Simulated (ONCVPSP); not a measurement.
# Gd (Z = 64), ONCV: configuration errors across variants

- Element: gadolinium
- Generator: ONCVPSP 4.0.1
- Type: optimised norm-conserving Vanderbilt (ONCV)
- Functional: PBEsol
- Relativity: scalar-relativistic
- Frozen core: [Kr] 4d10
- Valence charge: 18
- Reference configuration: 4f7 5s2 5p6 5d1 6s2
- Partial waves: 5s+6s: rc 1.95 bohr, ncon 3, nbas 6, qcut 5 1/bohr, 2 projectors; 5p: rc 1.70 bohr, ncon 4, nbas 8, qcut 4.4 1/bohr, 2 projectors, debl 3.3 Ha; 5d: rc 2.15 bohr, ncon 3, nbas 8, qcut 3.9 1/bohr, 2 projectors, debl 3.3 Ha; 4f: rc 1.45 bohr, ncon 4, nbas 9, qcut 11.1 1/bohr, 2 projectors, debl 2.3 Ha
- Local potential: polynomial inside 1.20 bohr (lpopt 5, dvloc0 4 Ha)
- Core correction: Teter function, fcfact 5.5, rcfact 1

All-electron excitation energies from the reference (eV): (1) 4f7 5s2 5p6 5d1 6s1 6.674; (2) 4f7 5s2 5p6 5d1 6s0 18.721; (3) 4f7 5s2 5p6 5d1 6s1 6p1 2.899.

A true bound ghost makes a file unfit for plane-wave use even where its test errors are small: the radial tests pick states by their node count and pass the ghost by.

Errors AE − PS in meV (a dash: test not solved or not reliable):

```tsv
change	(1)	(2)	(3)	bound ghosts	GHOST(+) flags above zero
base	-2.1	-7.3	-0.4	none	s
all radii but the core radius scaled by about 0.76 (s 1.48, p 1.30, d 1.64, f 1.10 bohr); local potential polynomial inside 0.92 bohr (lpopt 5, dvloc0 4 Ha)	-1.7	-5.1	+0.1	s	p, d
all radii but the core radius scaled by about 0.86 (s 1.68, p 1.46, d 1.84, f 1.24 bohr); local potential polynomial inside 1.02 bohr (lpopt 5, dvloc0 4 Ha)	–	–	–	s	p
all radii but the core radius scaled by about 0.91 (s 1.78, p 1.56, d 1.96, f 1.32 bohr); local potential polynomial inside 1.10 bohr (lpopt 5, dvloc0 4 Ha)	-2.0	-6.7	-0.4	none	s, p
all radii but the core radius scaled by about 1.08 (s 2.10, p 1.84, d 2.32, f 1.56 bohr); local potential polynomial inside 1.30 bohr (lpopt 5, dvloc0 4 Ha)	-2.2	-7.9	-0.3	d	s
all radii but the core radius scaled by about 1.13 (s 2.20, p 1.92, d 2.42, f 1.64 bohr); local potential polynomial inside 1.36 bohr (lpopt 5, dvloc0 4 Ha)	-2.2	-8.4	-0.2	none	s, d
all radii but the core radius scaled by about 1.21 (s 2.36, p 2.06, d 2.60, f 1.76 bohr); local potential polynomial inside 1.46 bohr (lpopt 5, dvloc0 4 Ha)	-2.3	-9.6	0.0	none	none
all radii but the core radius scaled by about 1.27 (s 2.46, p 2.16, d 2.72, f 1.84 bohr); local potential polynomial inside 1.52 bohr (lpopt 5, dvloc0 4 Ha)	-2.5	-11	0.0	none	none
all radii but the core radius scaled by about 1.34 (s 2.60, p 2.28, d 2.88, f 1.94 bohr); local potential polynomial inside 1.60 bohr (lpopt 5, dvloc0 4 Ha)	-2.7	-12	+29	none	none
```

**Question.** Give the same row for: all radii but the core radius scaled by about 0.96 (s 1.88, p 1.64, d 2.06, f 1.40 bohr); local potential polynomial inside 1.16 bohr (lpopt 5, dvloc0 4 Ha).

**Answer.** -2.1, -7.0, -0.4; bound ghosts: none; GHOST(+) flags above zero: s.
